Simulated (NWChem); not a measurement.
# SiH3Cl; SMILES [SiH3]Cl

```xyz
5

Si     0.0000     0.0000    -0.9600
Cl     0.0000     0.0000     1.1078
H     -0.7872    -1.1686    -1.4420
H      1.4056    -0.0975    -1.4420
H     -0.6184     1.2661    -1.4420
```
Atoms are numbered in this order, from 1.

Computed with NWChem. Pople sets run with spherical d functions. Coordinates come from a PBE0/def2-SVP optimisation. Vzz is the largest principal value of the second derivative of the potential at the nucleus (NWChem prints the opposite sign); η is the asymmetry. Non-relativistic.

```csv
level,Vzz Cl2 (a.u.),η Cl2,relative time
PBE/6-31G*,2.218,0.00,1
PBE/cc-pVTZ,2.110,0.00,10
CAM-B3LYP/def2-SVP,2.182,0.00,2
CAM-B3LYP/def2-TZVP,2.249,0.00,10
```

Times are rough ratios from one shared machine.
